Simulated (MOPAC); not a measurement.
MOPAC input (PM7):

```
PM7 FORCE THERMO(298,298) PRECISE LET CHARGE=1 GEO-OK AUX(PRECISION=9) THREADS=1
C2H10GeN

C    -1.47291414 1   -1.35747426 1    0.01917147 1
N    -0.25429556 1   -0.75899684 1    0.64253773 1
C     0.89610148 1   -1.70695611 1    0.54390341 1
Ge    0.20585707 1    0.95753732 1   -0.29156485 1
H    -1.31464377 1   -1.57005952 1   -1.05561923 1
H    -1.76141497 1   -2.31334894 1    0.50066826 1
H    -2.33647287 1   -0.66967812 1    0.11133215 1
H    -0.45222835 1   -0.58417479 1    1.65260057 1
H     1.79682419 1   -1.27943368 1    1.02684528 1
H     0.68389419 1   -2.67406027 1    1.04228521 1
H     1.14483803 1   -1.93288867 1   -0.51083692 1
H     0.46361237 1    0.55899957 1   -1.72077182 1
H     1.42191137 1    1.43300642 1    0.46128480 1
H    -1.02988380 1    1.79473880 1   -0.08175860 1
```

From the output:

```
     H   14   0.317701   2.517197

          HEAT OF FORMATION =     152.713433 KCALS/MOLE

          ZERO POINT ENERGY      67.598 KCAL/MOL

           NORMAL COORDINATE ANALYSIS (Total motion = 1 Angstrom)

   Root No.       1         2         3         4         5         6         7         8

                 1 A"      2 A"      1 A'      3 A"      2 A'      3 A'      4 A'      4 A"

                  74.5     169.5     186.4     215.0     249.8     419.1     476.7     532.1

           1   -0.0030    0.0030   -0.0046   -0.0429    0.0189   -0.0173    0.0329   -0.0157
           2    0.0131   -0.0032    0.0101    0.0284   -0.0460   -0.0347    0.0258   -0.0005
           3    0.0152   -0.0106   -0.0012   -0.0512    0.0539   -0.0077    0.0028   -0.0027
           4   -0.0029    0.0028   -0.0044   -0.0426    0.0176   -0.0172    0.0308   -0.0090
           5   -0.0021    0.0020    0.0064   -0.0297   -0.0252    0.0246   -0.0442   -0.0063
           6   -0.0000    0.0000    0.0071    0.0000   -0.0120    0.0519    0.0607    0.0000
           7    0.0112   -0.0020   -0.0078    0.0118    0.0366    0.0385   -0.0356   -0.0059
           8   -0.0074    0.0039    0.0078   -0.0501   -0.0336    0.0042   -0.0219   -0.0145
           9   -0.0152    0.0106   -0.0012    0.0512    0.0539   -0.0077    0.0028    0.0027
          10   -0.0010   -0.0008    0.0033    0.0134   -0.0146   -0.0031   -0.0062    0.0102
          11   -0.0007   -0.0005   -0.0047    0.0094    0.0210    0.0044    0.0089    0.0071
          12    0.0000   -0.0000   -0.0007   -0.0000   -0.0214   -0.0057   -0.0139   -0.0000
          13    0.0108   -0.0059   -0.0094   -0.0556    0.0483   -0.0831    0.0228   -0.0174
          14    0.0456    0.1219    0.1421    0.0353   -0.0153   -0.0601    0.0465    0.0020
          15    0.0034   -0.0837   -0.0764   -0.0616    0.0512   -0.0249   -0.0115   -0.0061
          16   -0.0064    0.0091    0.0046    0.0128   -0.0298   -0.0019    0.1095   -0.0009
          17   -0.0102   -0.1286   -0.1169    0.0516   -0.0888   -0.0542    0.0618    0.0027
          18    0.0028   -0.0889   -0.0820   -0.0640    0.0518   -0.0264   -0.0141   -0.0078
          19   -0.0137    0.0059   -0.0085   -0.0803    0.0341    0.0387   -0.0372   -0.0232
          20    0.0161   -0.0079    0.0080    0.0435   -0.0546   -0.0572    0.0546    0.0034
          21    0.0519    0.1323    0.1493   -0.0701    0.1125   -0.0309   -0.0234   -0.0047
          22   -0.0165    0.0093   -0.0009   -0.0377   -0.0036    0.0052    0.0507   -0.0179
          23   -0.0115    0.0065    0.0013   -0.0262    0.0051   -0.0075   -0.0728   -0.0125
          24    0.0000   -0.0000    0.0108    0.0000   -0.0351    0.0693    0.0781    0.0000
          25    0.0104   -0.0053   -0.0045    0.0130    0.0394    0.0403   -0.0383   -0.0048
          26   -0.0185    0.0083    0.0107   -0.0904   -0.0509   -0.0561    0.0538   -0.0229
          27   -0.0519   -0.1323    0.1493    0.0701    0.1125   -0.0309   -0.0234    0.0047
          28   -0.0118   -0.1174    0.1080    0.0529    0.0937    0.0515   -0.0959    0.0022
          29   -0.0025    0.0531   -0.0448   -0.0059   -0.0028   -0.0170   -0.0813   -0.0018
          30   -0.0028    0.0889   -0.0820    0.0640    0.0518   -0.0264   -0.0141    0.0078
          31    0.0465    0.1123   -0.1300    0.0139   -0.0023    0.0852   -0.0516   -0.0042
          32   -0.0057   -0.0478    0.0581   -0.0644   -0.0506    0.0572   -0.0053   -0.0170
          33   -0.0034    0.0837   -0.0764    0.0616    0.0512   -0.0249   -0.0115    0.0061
          34   -0.1933    0.0223    0.0100    0.0141   -0.0293    0.0735    0.0605   -0.1080
          35   -0.1347    0.0155   -0.0143    0.0098    0.0421   -0.1054   -0.0868   -0.0753
          36    0.0000   -0.0000    0.0090   -0.0000   -0.0398    0.1034    0.0875    0.0000
          37    0.0032   -0.0011    0.0019    0.0054   -0.0046   -0.0063    0.0059    0.0333
          38    0.1974   -0.0259   -0.0031    0.0586   -0.0017   -0.0004   -0.0279   -0.2368
          39    0.1257   -0.0149   -0.0108   -0.0437    0.0342   -0.0673    0.0126    0.2484
          40    0.1863   -0.0247    0.0022    0.0569    0.0032    0.0025    0.0241   -0.2106
          41   -0.0654    0.0079   -0.0028   -0.0153    0.0037    0.0058   -0.0152    0.1132
          42   -0.1257    0.0149   -0.0108    0.0437    0.0342   -0.0673    0.0126   -0.2484

   Root No.       9        10        11        12        13        14        15        16

                 5 A'      6 A'      5 A"      7 A'      8 A'      6 A"      7 A"      9 A'

                 557.0     746.2     765.6     765.7    1013.4    1047.9    1083.7    1112.4

           1   -0.0119   -0.0122   -0.0040    0.0020    0.0860   -0.0325    0.0098    0.0001
           2   -0.0033    0.0009    0.0006   -0.0003    0.0318    0.0331   -0.0034    0.0010
           3   -0.0026   -0.0050   -0.0013   -0.0000    0.0016    0.0034    0.0341   -0.0244
           4   -0.0067   -0.0044   -0.0001   -0.0004   -0.0382    0.0273   -0.0033   -0.0072
           5    0.0096    0.0062   -0.0001    0.0006    0.0549    0.0190   -0.0023    0.0103
           6    0.0446   -0.0286   -0.0000   -0.0095   -0.0010   -0.0000    0.0000    0.0165
           7    0.0072    0.0034   -0.0009   -0.0004   -0.0597    0.0198    0.0002   -0.0010
           8    0.0100    0.0117   -0.0040   -0.0019   -0.0696   -0.0420    0.0104    0.0003
           9   -0.0026   -0.0050    0.0013   -0.0000    0.0016   -0.0034   -0.0341   -0.0244
          10    0.0033   -0.0014   -0.0064    0.0033    0.0002   -0.0001   -0.0003    0.0002
          11   -0.0047    0.0019   -0.0044   -0.0047   -0.0002   -0.0001   -0.0002   -0.0003
          12   -0.0098   -0.0009    0.0000   -0.0044   -0.0003    0.0000   -0.0000   -0.0015
          13   -0.0578    0.0110   -0.0048    0.0138   -0.0406   -0.1145   -0.1544    0.1230
          14   -0.0113   -0.0018   -0.0027    0.0023   -0.0364   -0.0565    0.0020   -0.0073
          15   -0.0206    0.0071   -0.0000    0.0044   -0.0134    0.0016   -0.0572    0.0500
          16    0.0256   -0.0388    0.0018   -0.0122   -0.0242   -0.0849    0.1710   -0.1272
          17   -0.0056   -0.0026    0.0003   -0.0024   -0.0444   -0.0588   -0.0029    0.0061
          18   -0.0223    0.0069   -0.0034    0.0054   -0.0003   -0.0151   -0.0596    0.0516
          19    0.0035   -0.0028   -0.0043    0.0010    0.2154    0.1739   -0.0062    0.0038
          20   -0.0088   -0.0030    0.0006   -0.0001   -0.0345   -0.0538    0.0041   -0.0023
          21   -0.0232    0.0083    0.0020    0.0039   -0.0116   -0.0078   -0.0659    0.0612
          22   -0.0035   -0.0117   -0.0036    0.0056   -0.0202   -0.0264   -0.0718    0.0981
          23    0.0050    0.0168   -0.0025   -0.0081    0.0290   -0.0184   -0.0500   -0.1408
          24    0.0429   -0.0336    0.0000   -0.0022   -0.0058    0.0000    0.0000    0.1466
          25    0.0070    0.0038   -0.0009   -0.0003   -0.0423    0.0098    0.0017    0.0009
          26   -0.0063    0.0016   -0.0042   -0.0009   -0.2140    0.1817   -0.0073   -0.0044
          27   -0.0232    0.0083   -0.0020    0.0039   -0.0116    0.0078    0.0659    0.0612
          28   -0.0036    0.0159    0.0009    0.0065    0.0500   -0.0846    0.0565    0.0383
          29   -0.0260    0.0355    0.0015    0.0106    0.0073   -0.0593    0.1614    0.1214
          30   -0.0223    0.0069    0.0034    0.0054   -0.0003    0.0151    0.0596    0.0516
          31    0.0306   -0.0021   -0.0042   -0.0069    0.0482   -0.0926   -0.0516   -0.0357
          32    0.0503   -0.0110   -0.0036   -0.0122    0.0255   -0.0878   -0.1456   -0.1179
          33   -0.0206    0.0071    0.0000    0.0044   -0.0134   -0.0016    0.0572    0.0500
          34   -0.1096    0.1145    0.3570    0.0660    0.0018   -0.0023    0.0008   -0.0126
          35    0.1573   -0.1643    0.2488   -0.0947   -0.0025   -0.0016    0.0006    0.0181
          36   -0.1485    0.1681   -0.0000    0.1404    0.0035    0.0000   -0.0000   -0.0155
          37    0.0201    0.0369    0.0518   -0.0180    0.0006    0.0007    0.0000   -0.0005
          38   -0.0095   -0.1583    0.1131    0.3329   -0.0174    0.0009    0.0034   -0.0058
          39    0.1927    0.2008    0.2260    0.1398    0.0235   -0.0050   -0.0046    0.0024
          40    0.0020    0.1357    0.1240   -0.3061    0.0161    0.0011    0.0032    0.0056
          41   -0.0221   -0.0895    0.0094    0.1322   -0.0066    0.0004   -0.0011   -0.0015
          42    0.1927    0.2008   -0.2260    0.1398    0.0235    0.0050    0.0046    0.0024

   Root No.      17        18        19        20        21        22        23        24

                 8 A"     10 A'      9 A"     10 A"     11 A'     12 A'     13 A'     11 A"

                1197.8    1234.1    1252.3    1256.6    1260.5    1274.1    1320.6    1381.6

           1   -0.0660    0.0297   -0.0059    0.0089    0.0041   -0.0062    0.0114   -0.0143
           2   -0.0268   -0.0416    0.0080   -0.0123   -0.0017   -0.0110   -0.0050    0.0000
           3    0.0081    0.0043   -0.0144   -0.0113   -0.0207   -0.0039   -0.0250   -0.0012
           4    0.0752   -0.0360    0.0081   -0.0096   -0.0016    0.0102    0.0037   -0.0198
           5    0.0524    0.0517    0.0056   -0.0067    0.0023   -0.0147   -0.0053   -0.0138
           6   -0.0000   -0.0079   -0.0000    0.0000    0.0028    0.0065    0.0502    0.0000
           7   -0.0480    0.0287    0.0055   -0.0085    0.0002    0.0125    0.0007   -0.0049
           8   -0.0527   -0.0422   -0.0083    0.0126   -0.0044    0.0020   -0.0124   -0.0134
           9   -0.0081    0.0043    0.0144    0.0113   -0.0207   -0.0039   -0.0250    0.0012
          10   -0.0003    0.0003   -0.0002    0.0000   -0.0001   -0.0001   -0.0004   -0.0001
          11   -0.0002   -0.0004   -0.0001    0.0000    0.0001    0.0001    0.0006   -0.0000
          12    0.0000    0.0002    0.0000    0.0000    0.0002   -0.0000    0.0004   -0.0000
          13    0.0292    0.0444   -0.0292   -0.0814   -0.0544   -0.0478    0.1222    0.1381
          14    0.0983    0.0935   -0.1630    0.0506   -0.1061    0.1250    0.0098    0.0292
          15   -0.0243   -0.0494    0.0738   -0.0769    0.0204   -0.0952    0.0254    0.0520
          16    0.0813    0.0690    0.0936   -0.0072    0.0677   -0.0637   -0.0844    0.1272
          17    0.0942    0.0793    0.0202    0.1634    0.1020    0.1260   -0.0333    0.0293
          18    0.0141    0.0375   -0.0421    0.1019    0.0202    0.1057    0.0111   -0.0502
          19   -0.0741   -0.1542   -0.0512    0.0804   -0.0124    0.1045   -0.0423    0.1442
          20    0.0052    0.0416    0.0180   -0.0385   -0.0008   -0.0467    0.0153   -0.0629
          21   -0.0098   -0.0185    0.1717    0.1096    0.1962    0.0076   -0.0121   -0.0029
          22    0.0972    0.0045    0.0066   -0.0249   -0.0271   -0.0141   -0.1701   -0.0382
          23    0.0677   -0.0064    0.0046   -0.0174    0.0389    0.0202    0.2442   -0.0266
          24   -0.0000    0.0311   -0.0000    0.0000   -0.0351   -0.0242   -0.1791    0.0000
          25   -0.0207    0.0144   -0.0009   -0.0082    0.0051    0.0077    0.0003   -0.0090
          26   -0.0713    0.1590   -0.0543    0.0888    0.0114   -0.1142    0.0450    0.1571
          27    0.0098   -0.0185   -0.1717   -0.1096    0.1962    0.0076   -0.0121    0.0029
          28    0.1165   -0.0983    0.0514    0.1508   -0.1192   -0.0961    0.0605    0.0716
          29    0.0436   -0.0372    0.0808   -0.0634   -0.0282    0.1034    0.0676    0.1092
          30   -0.0141    0.0375    0.0421   -0.1019    0.0202    0.1057    0.0111    0.0502
          31    0.1024   -0.1031   -0.1630    0.0193    0.1183   -0.1007   -0.0515    0.0752
          32   -0.0067   -0.0092    0.0291   -0.0939    0.0143    0.0882   -0.1112    0.1195
          33    0.0243   -0.0494   -0.0738    0.0769    0.0204   -0.0952    0.0254   -0.0521
          34   -0.0012    0.0005   -0.0037    0.0006    0.0024    0.0004    0.0022   -0.0004
          35   -0.0008   -0.0007   -0.0026    0.0004   -0.0035   -0.0005   -0.0031   -0.0003
          36   -0.0000   -0.0007    0.0000   -0.0000    0.0017    0.0008    0.0041    0.0000
          37    0.0008   -0.0018    0.0008   -0.0003    0.0003    0.0011    0.0037   -0.0001
          38    0.0080   -0.0082    0.0005   -0.0015    0.0033    0.0022    0.0048   -0.0014
```

The dipole moment of an ion depends on the origin.
